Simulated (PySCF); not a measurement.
Tb (terbium, neutral): UHF calculation

Configuration: [Xe] 4f9 6s2, one real determinant. Calculation: PySCF 2.14, in ANO-RCC-VTZP (8s7p5d3f2g1h, 104 functions); the spin-free X2C one-electron Hamiltonian (Gaussian nucleus).

```
Total energy                                                  : -11703.683579 hartree
One-electron energy                                           : -16028.3812 hartree
Hartree (Coulomb) energy                                      : 4580.6351 hartree
Exchange energy                                               : -255.9375 hartree
⟨S²⟩                                                          : 8.7613
⟨L²⟩                                                          : 24.028
Sum of ⟨r⟩                                                    : 44.49 bohr
Sum of ⟨r²⟩                                                   : 84.62 bohr²
Traceless quadrupole moment −½Σ⟨3z² − r²⟩ along its main axis : -0.101 e·bohr²
Langevin diamagnetic susceptibility                           : -67.0 ×10⁻⁶ cm³/mol
```

```
shell  electrons  mean orbital energy (eV)  spread (eV)  rms radius, mean of both spins (bohr)
 1s α          1                  -52244.1            0                                 0.0245
 1s β          1                  -52244.1            0                                 0.0245
 2s α          1                   -8782.8            0                                 0.0989
 2s β          1                   -8782.7            0                                 0.0989
 2p α          3                   -7812.3        0.232                                 0.0890
 2p β          3                   -7812.2        0.213                                 0.0890
 3s α          1                   -2000.8            0                                  0.255
 3s β          1                   -1997.5            0                                  0.255
 3p α          3                   -1694.3        1.382                                  0.255
 3p β          3                   -1690.6        0.687                                  0.255
 3d α          5                   -1287.3        1.344                                  0.234
 3d β          5                   -1283.3        0.668                                  0.234
 4s α          1                   -424.02            0                                  0.576
 4s β          1                   -415.29            0                                  0.576
 4p α          3                   -320.65        2.308                                  0.612
 4p β          3                   -310.98        0.490                                  0.612
 4d α          5                   -175.05        2.640                                  0.675
 4d β          5                   -162.47        2.527                                  0.675
 5s α          1                   -59.717            0                                   1.44
 5s β          1                   -56.501            0                                   1.44
 5p α          3                   -32.170        0.995                                   1.70
 5p β          3                   -29.777        0.425                                   1.70
 4f α          7                   -15.178        2.648                                  0.978
 4f β          2                    -9.429        0.186                                  0.978
 6s α          1                    -5.099            0                                   4.79
 6s β          1                    -4.960            0                                   4.79
```

⟨L²⟩ = 24.03 against 30 for a pure H term, so this real determinant mixes terms. Spin-orbit coupling, absent here, splits the open shell strongly.

Densities and radii are taken from the X2C orbitals without a picture-change correction, which distorts them close to the nucleus.

Spin-orbit constants ζ (cm⁻¹) from the X2C one-electron operator on these orbitals: bare nucleus, nucleus screened by l(l+1)(2l+1)/3 electrons, and screened by the Breit-Pauli mean field of the electrons.

```json
{"shell": "2p", "bare": "3876000", "screened nucleus": "3757000", "mean field": "n/a"}
{"shell": "3p", "bare": "808400", "screened nucleus": "783500", "mean field": "n/a"}
{"shell": "3d", "bare": "125900", "screened nucleus": "106500", "mean field": "n/a"}
{"shell": "4p", "bare": "175800", "screened nucleus": "170400", "mean field": "n/a"}
{"shell": "4d", "bare": "23070", "screened nucleus": "19520", "mean field": "n/a"}
{"shell": "4f", "bare": "3251", "screened nucleus": "1851", "mean field": "n/a"}
{"shell": "5p", "bare": "21800", "screened nucleus": "21130", "mean field": "n/a"}
```

To first order the Landé constant is A = -370.1 cm⁻¹, so the lowest level has J = 15/2 and lies 0.574 eV below the centre of the term. This holds in LS coupling only.
